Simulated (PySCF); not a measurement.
CH4F2OSi, SMILES C[Si](F)(F)O.

Geometry optimised at ωB97X-D3(BJ)/def2-SVP. Other conformers were not sampled.

Two levels are set side by side: PBE/def2-TZVP (PySCF) and CAM-B3LYP/def2-TZVP (PySCF). Same geometry, gas phase. Differences are taken from unrounded values.

| quantity | CAM-B3LYP |
|---|---|
| orbital gap (eV) | 12.93 |
| highest occupied level (eV) | -11.56 |
| lowest empty level (eV) | 1.37 |
| dipole moment (D) | 1.20 |
| mean polarisability (bohr³) | 36.8 |

Problem. What does PBE give, and how far is it from CAM-B3LYP? (Estimate from the structure and the level; the computed values follow.)

Solution. 
| quantity | PBE | PBE minus CAM-B3LYP |
|---|---|---|
| orbital gap (eV) | 7.88 | -5.06 |
| highest occupied level (eV) | -8.15 | 3.40 |
| lowest empty level (eV) | -0.28 | -1.65 |
| dipole moment (D) | 1.18 | -0.02 |
| mean polarisability (bohr³) | 39.0 | 2.1 |

Without exact exchange PBE keeps part of each electron's self-repulsion, which lifts occupied levels and narrows the gap. PBE's more diffuse valence density responds more strongly to a field. Differences between two approximate levels are no errors against the true value.

Rough cost on one machine, each run with all the roots and properties that it gave: CAM-B3LYP against PBE within a factor of 2.
